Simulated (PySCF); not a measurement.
# First hyperpolarisability: 4-(methylthio)pyridine (SMILES CSc1ccncc1)

Cartesian coordinates in Å; atom numbers follow the order of the lines, from 1:
```xyz
15

C     2.7800    0.3139   -0.1432
S     1.7208   -1.1316   -0.2943
C     0.1110   -0.4745   -0.0739
C    -0.9659   -1.3716   -0.1421
C    -2.2555   -0.8837    0.0289
N    -2.5459    0.3971    0.2569
C    -1.5222    1.2409    0.3201
C    -0.1860    0.8717    0.1650
H     2.7012    0.7743    0.8523
H     3.8052   -0.0561   -0.2801
H     2.5664    1.0581   -0.9241
H    -0.7969   -2.4352   -0.3265
H    -3.1044   -1.5757   -0.0224
H    -1.7671    2.2934    0.5077
H     0.5925    1.6319    0.2326
```

Level of theory: PySCF, quadratic response CAM-B3LYP/aug-cc-pVDZ first hyperpolarisability, Taylor convention, gas phase. Geometry: PBE0-D3(BJ)/def2-SVP.

Question: Give β for the processes computed.

Answer: In 10⁻³⁰ esu, Taylor convention; the vector part is βᵢ = ⅓ Σⱼ (βᵢⱼⱼ + βⱼᵢⱼ + βⱼⱼᵢ); β∥ is 3/5 of the vector part along the dipole, the dipole points from − to +:
| process | λ (nm) | β vector norm | β∥ | β HRS | depolarisation ratio |
| --- | --- | --- | --- | --- | --- |
| static β(0;0,0) | ∞ | 2.59 | 1.46 | 1.28 | 3.23 |
| second harmonic β(−2ω;ω,ω) | 1907 | 2.85 | 1.61 | 1.40 | 3.29 |
| Pockels β(−ω;ω,0) | 1907 | 2.67 | 1.51 | – | – |
| second harmonic β(−2ω;ω,ω) | 1064 | 3.59 | 2.01 | 1.73 | 3.42 |
| Pockels β(−ω;ω,0) | 1064 | 2.87 | 1.62 | – | – |

Question: Which lowest excitations, dipole and polarisabilities go with it?

Answer: S1 5.18 eV (f = 0.009); S2 5.19 eV (f = 0.004); S3 5.31 eV (f = 0.217); dipole 2.91 D; isotropic α 99.7 au static, 100.1 au at 1907 nm, 101.0 au at 1064 nm, 101.4 au at 953.5 nm, 105.5 au at 532 nm.
